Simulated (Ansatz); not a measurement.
Input for Ansatz (a first-principles code): U-CCSD(T)/cc-pV(D+d)Z on Cl2H2Si (SMILES Cl[SiH2]Cl), a point of a bond scan (R = 2.940 Å). Files ending in .json are basis or fitting sets from the Basis Set Exchange.

Ansatz 0.2 input:
```yaml
crystal:
  periodic: [false, false, false]
  atoms:
    - {symbol: Cl, position_ang: [-1.67606876, 0.43374004, -0.00367205]}
    - {symbol: Si, position_ang: [-0.01146751, -0.76596349, 0.02370896]}
    - {symbol: Cl, position_ang: [1.68829371, 0.38281595, -0.02160291]}
    - {symbol: H, position_ang: [-0.02162297, -2.31645029, 2.52166490]}
    - {symbol: H, position_ang: [-0.03073375, -1.61675610, -1.17493812]}
basis:
  gaussian:
    orbitals: cc-pV_D+d_Z.json
correlation: {method: ccsd_t, electrons: outside_noble_gas}
scf: {omitted_lower_state_checks: [cluster_reference]}
magnetization: {spin_polarized: true, initial_magnetization: 0}
```

### Question
What total energy does the run end on?

### Answer
-1209.5015 hartree (reference determinant -1209.0945, T1 diagnostic 0.032). Its determinant has ⟨S²⟩ = 0.89, a mixture of spin states.

### Question
How many basis functions does it have, and what does it roughly cost on one machine?

### Answer
79 functions; around 8 core-seconds (rough).
